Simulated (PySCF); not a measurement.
These compounds are isomers of formula C₈H₈F₂.

A. `C#CCC(=C)/C=C(/F)CF`
B. `CC#C[C@@H](F)C1=CC[C@@H]1F`
C. `C(C(CC#C)=C)C=C(F)F`
D. SMILES C#C[C@H](C)C(=C)C=C(F)F

Spectrum 1. $^{13}$C{$^{1}$H} NMR (computed): δ 171.1 (C), 153.4 (C), 119.4 (CH2), 86.7 (C), 84.6 (CH), 76.5 (CH), 33.4 (CH2), 27.1 (CH2).

Spectrum 2. $^{13}$C{$^{1}$H} NMR (computed): δ 168.2 (C), 146.1 (C), 128.0 (CH2), 123.5 (CH), 88.0 (C), 84.2 (CH2), 77.7 (CH), 25.7 (CH2).

Spectrum 3. $^{13}$C{$^{1}$H} NMR (computed): δ 168.3 (C), 148.9 (C), 124.2 (CH2), 91.3 (C), 90.1 (CH), 79.0 (CH), 31.6 (CH), 26.5 (CH3).

Spectrum 4. $^{13}$C{$^{1}$H} NMR (computed): δ 155.6 (C), 139.7 (CH), 94.6 (C), 89.5 (CH), 82.3 (CH), 80.2 (C), 38.6 (CH2), 4.7 (CH3).

Theoretical values (PySCF): σ from GIAO-PBE0/pcSseg-1, GFN2-xTB structure. No solvent, single conformer, equivalent nuclei averaged, non-relativistic.

δ = σ(ref) − σ, references computed at the same level: TMS for $^{13}$C (186.93 ppm). Splittings of carbon signals by F and P are missing where no couplings were computed. Shifts are as computed. Against solution values, carbons near 30 ppm lie about +3 ppm off and those near 130 ppm about +5 ppm. Of 1309 compounds with measured shifts, 239 miss one by over three times the rms of a fit or turn the order of signals round; such compounds aren't used in these exercises.

**Question.** Which spectrum belongs to which compound?

**Answer.** 1–C, 2–A, 3–D, 4–B.

- Spectrum 1 (C): 8 $^{13}$C signals; δC 153.4 is a fully substituted alkene carbon; δC 119.4 is a terminal =CH2 carbon.
- Spectrum 2 (A): 8 $^{13}$C signals; δC 146.1 is a fully substituted alkene carbon; δC 128.0 is a terminal =CH2 carbon.
- Spectrum 3 (D): 8 $^{13}$C signals; δC 148.9 is a fully substituted alkene carbon; δC 124.2 is a terminal =CH2 carbon.
- Spectrum 4 (B): 8 $^{13}$C signals; δC 155.6 is a fully substituted alkene carbon; δC 139.7 is an alkene CH.
